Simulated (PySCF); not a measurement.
## Polarisability and C₆ of Pm (promethium, neutral)

[Xe] 4f5 6s2, one real determinant. Computed with PySCF 2.14 in ANO-RCC-VTZP (8s7p5d3f2g1h, 104 functions), with the spin-free X2C one-electron Hamiltonian (Gaussian nucleus). Coupled (time-dependent) response in atomic units; α is the mean over directions. The basis has no added diffuse functions, which lowers α and C₆.

```json
{"method": "UHF", "mean α (bohr³)": "276.7", "α xx, yy, zz": "313.6, 258.3, 258.3", "C₆ (like pair)": "4852", "S(−4)": "2165000"}
```

S(−4) is the Cauchy moment in α(ω) = α(0) + S(−4) ω² + …

Reference α: 200 ± 20 bohr³ (recommended; Schwerdtfeger and Nagle, table of static dipole polarizabilities (2023 update)). Published C₆: 3340 (Gould and Bucko (2016)).

Spin-orbit coupling is absent.

Hartree-Fock lies above the reference because it lacks correlation, which contracts the outer shell.

α(iu) at UHF:

```csv
u (hartree),α(iu) (bohr³)
0,276.7
0.0500,198.8
0.100,122.0
0.200,51.61
0.300,28.94
0.500,14.54
0.750,8.870
1.00,6.292
1.50,3.796
2.00,2.591
3.00,1.465
5.00,0.6796
```

A single London oscillator, α(iu) = α/(1 + u²/ω²), gives C₆ = (3/4) ω α². Matching the computed C₆ needs ω = 4 × 4852 / (3 × 276.7²) = 0.0845 hartree.

The components differ because the open shell of this determinant is not spherical; for a pure term their mean is the scalar polarisability.

⟨L²⟩ = 24.03 against 30 for a pure H term, so this real determinant mixes terms. Spin-orbit coupling, absent here, splits the open shell strongly.
